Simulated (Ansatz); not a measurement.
Series HfX4: vertical EA (eV) at several levels, gas phase, relaxed structures; Ansatz. Core potentials for Hf in the def2 sets, no spin–orbit coupling. A negative affinity means that the extra electron isn't bound at that geometry and level; within about 0.2 eV of zero the sign isn't settled. Names give formal oxidation states. The structures are stationary points that may keep the symmetry of their start. Remarks come from the PBE and PBE0 runs and from stability tests at other levels; not every state was tested. A HOMO above zero means that the electron is unbound at that level and held by the basis, or that self-interaction error raises the level; the energy of removing that electron tells which. HOMO above LUMO (over both spins in singlets and doublets, within one spin in higher multiplets; at PBE or PBE0), or a gap under 0.15 eV within one spin, warns that the state may not be the lowest or that an electron is smeared out.

```tsv
species	state	geometry	PBE-D4/def2-TZVPD	r2SCAN-D4/def2-TZVPD	PBE0-D4/def2-TZVPD	remarks
HfH4	singlet to doublet	B3LYP-D4/def2-TZVP	0.31	0.25	0.31	HOMO above zero (-1 doublet)
HfF4	singlet to doublet	PBE0-D4/def2-SVP	-0.16	-0.36	-0.29	HOMO above zero (-1 doublet)
HfCl4	singlet to doublet	PBE-D4/def2-SVP	0.49	0.51	0.66	HOMO above zero (-1 doublet), gap within one spin near zero at PBE or PBE0 (-1 doublet)
Hf(OH)4 (HfO4H4)	singlet to doublet	PBE0-D4/def2-SVP	-0.48	-0.69	-0.66	HOMO above zero (-1 doublet)
```

Over the 4 species that have every level, the mean is 0.04 at PBE-D4/def2-TZVPD, -0.07 at r2SCAN-D4/def2-TZVPD, 0.00 at PBE0-D4/def2-TZVPD.
